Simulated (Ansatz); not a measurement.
Correlation energies of BCl2H6NSi2 (`[SiH3]N([SiH3])B(Cl)Cl`) by basis set

```xyz
12

Si    0.5928   -1.1399   -1.0837
N     0.1339    0.0617    0.1266
Si   -1.5013    0.7220    0.2234
B     1.0992    0.5057    1.0408
Cl    0.7103    1.7042    2.2762
Cl    2.7519   -0.1115    1.0022
H    -0.6156   -1.4106   -1.8978
H     1.0373   -2.3912   -0.4264
H     1.6684   -0.6111   -1.9548
H    -2.2882    0.0759   -0.8535
H    -1.4801    2.1880    0.0094
H    -2.1087    0.4068    1.5376
```

Charge 0, multiplicity 1. The structure was optimised at the PBE0-D4/def2-TZVP level. It is one conformer, not always the lowest. Frozen core, restricted reference, Ansatz. CBS rows extrapolate triple and quadruple zeta; past MP2 they add the triple-zeta difference.

```tsv
basis	HF (Eh)	MP2 corr.
def2-SVP	-1579.13431	-0.71700
def2-TZVPP	-1579.74522	-0.93608
def2-QZVPP	-1579.79269	-1.01450
```

Task: Estimate the CCSD correlation energy and the (T) correction in each basis where they were run (hartree).

Result: 
| basis | CCSD corr. | (T) |
| --- | --- | --- |
| def2-SVP | -0.78762 | -0.02173 |
| def2-TZVPP | -1.00830 | -0.04281 |
| CBS(def2) | -1.14482 | as TZ |
